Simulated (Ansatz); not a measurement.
Born–Oppenheimer molecular dynamics of CH$_{7}$NO$_{2}$Si (12 atoms, charge 0, multiplicity 1). It starts from a relaxed structure.

Level of theory: RKS r2SCAN/STO-3G in Ansatz.

| Property | Result |
| --- | --- |
| ensemble | NVT, Nosé–Hoover chain |
| time step | 1 fs |
| steps asked | 489 |
| set temperature | 3000 K |
| thermostat | time constant 1 fs, chain length 1 |
| seed | 756181 |

First frame:

```xyz
12
Properties=species:S:1:pos:R:3
Si -0.086 -0.034 0.010
N 0.062 -0.335 1.765
H -0.888 -0.272 2.212
H 0.582 0.462 2.214
O 1.510 -0.037 -0.589
H 1.951 -0.803 -0.078
C -0.854 1.563 -0.593
H -1.904 1.642 -0.290
H -0.324 2.438 -0.202
H -0.820 1.617 -1.686
O -1.085 -1.280 -0.587
H -0.744 -2.110 -0.099
```

Task: How far do the bonds stretch over the last three quarters of this one trajectory? (Pairs bonded in most of those frames.)

Result: 
```
   bond  mean (Å)  spread (Å)  shortest  longest
 Si1–N2     1.903       0.217      1.57     2.49
 Si1–O5     1.743       0.051      1.63     1.92
 Si1–C7     1.943       0.112      1.70     2.20
Si1–O11     1.753       0.087      1.58     1.94
  N2–H3     1.091       0.084      0.91     1.32
  N2–H4     1.093       0.090      0.91     1.38
  O5–H6     1.060       0.081      0.87     1.31
  C7–H8     1.121       0.070      0.96     1.35
  C7–H9     1.133       0.100      0.92     1.44
 C7–H10     1.132       0.096      0.93     1.40
O11–H12     1.050       0.085      0.89     1.26
```

Mean temperature of the second half: 3001 K. The conserved energy wandered by up to 31.8 meV per atom (net 23.1 meV per atom), which is poor conservation. A run of 0.49 ps of so small a system gives no equilibrium averages. Limits of this set-up: minimal basis.

Time of the run: 31 min on 1 thread of Arm Neoverse V2 (shared host), peak memory 0.11 GiB.
